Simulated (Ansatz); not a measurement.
Harmonic frequencies (cm⁻¹) at PBE0-D4/def2-TZVP from Ansatz: 255, 287, 451, 799, 922, 987, 1142, 1199, 1214, 1327, 1438, 1474, 1490, 1519, 1674, 2968, 3085, 3135, 3449, 3479, 3595.

Each molecule was computed in one conformer, which needn't be the lowest.

Problem. Which molecule is it?
A. `NCN`
B. `CNN`
C. `NN([SiH3])[SiH3]`
D. `NN[SiH3]`

Solution. B.
